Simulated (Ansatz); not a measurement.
A structure relaxed at r2SCAN-D4/def2-SVP in Ansatz, charge 1, doublet:

```tsv
atom	x (Å)	y (Å)	z (Å)
Ti1	0.9641	1.3886	0.3023
Al2	-0.9649	-0.1502	0.9887
Al3	-0.9283	-2.0418	-1.0167
Al4	-1.4826	2.1371	-0.3139
Al5	1.4452	-0.4471	2.1281
Al6	1.4198	-1.2601	-0.2697
Al7	-0.4533	0.3735	-1.8187
```

Question: Give its formula and point group.

Answer: TiAl₆⁺. Point group Cs (tolerance 0.1 Å).

Question: Summarise the bond lengths by kind (pairs closer than 1.2 times the sum of covalent radii, bridged metal pairs left out).

Answer: 8 × Al–Al 2.53 to 2.90 Å; 5 × Al–Ti 2.56 to 2.75 Å. The metal has 5 neighbours: Al 2.56 Å, Al 2.63 Å, Al 2.63 Å, Al 2.75 Å, Al 2.75 Å.

The charge 1 doublet is spin-contaminated (final ⟨S²⟩ up to 1.97, 0.75 for a pure state). Another isomer (doublet) lies 1.21 eV lower at PBE0-D4/def2-TZVP; other spin states weren't run for this one.
